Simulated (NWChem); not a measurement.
# C$_{2}$BrCl$_{2}$F; SMILES F/C(Cl)=C(/Cl)Br

```xyz
6

F     -1.9305     0.7127     0.0000
C     -0.6442     0.9793     0.0000
Cl    -0.2839     2.6441     0.0000
C      0.2793     0.0040     0.0000
Cl     1.9558     0.3303     0.0000
Br    -0.2544    -1.7899     0.0000
```
Atoms are numbered in this order, from 1.

Level: PBE0/def2-SVP (NWChem), optimised geometry, unscaled harmonic frequencies. This build's default masses of Se (78.918 u) and Br (79.917 u) are each other's, which moves their modes by up to 0.6 %.

Q: List the harmonic frequencies with IR intensities, and the thermochemistry.

A: 
```csv
frequency (cm⁻¹),IR intensity (km/mol)
112,0.1
160,1.2
218,0.1
295,0.0
312,0.3
415,1.1
524,0.4
568,2.4
826,124.7
989,99.1
1253,127.5
1733,62.4
```

The zero-point energy is 10.6 kcal/mol, the thermal correction to the enthalpy at 298.15 K (with zero-point energy) comes out as 15.1 kcal/mol and the heat capacity Cv is 19.9 cal/(mol K). The entropy at 298.15 K and 1 atm (symmetry number 1) comes out as 84.3 cal/(mol K) and the dipole moment is 0.30 D.

Rigid rotor and harmonic oscillator.
